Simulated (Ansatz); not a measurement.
`[SiH3][Al]1[CH2][SiH2]1` + `F/C=C\S` → `F/C=C/[SiH3]` + `[SH][Al]1[CH2][SiH2]1`  (formal exchange of groups at the Si–Al bond)

Computed with Ansatz on PBE0-D4/def2-TZVP structures; ΔE is electronic, products minus reactants. CBS: MP2 limit from def2 TZ/QZ plus the TZ coupled-cluster correction, frozen cores. Double bonds are as drawn, so ΔE can hold a change between cis and trans. Functionals use def2-TZVPP. HSE06 is defined as in plane-wave codes. Each species was taken in one conformer, which may not be the lowest.

```tsv
level	ΔE (eV)
B2PLYP	-1.60
PBE0	-1.45
HSE06	-1.45
MP2/def2-QZVPP	-1.69
```

Question: What does CCSD(T)/CBS give? (Estimate.)

Answer: Computed: -1.59 eV. The listed levels differ from it by -0.01, 0.14, 0.14, -0.10 eV.

Largest T1 diagnostic among the species: 0.014.

At CCSD(T), def2-SVP lies +0.04 eV from the extrapolated value and def2-TZVPP +0.01 eV. From r2SCAN to r2SCAN0 (25 % exact exchange), in def2-TZVPP and without D4, ΔE moves by −0.04 eV.
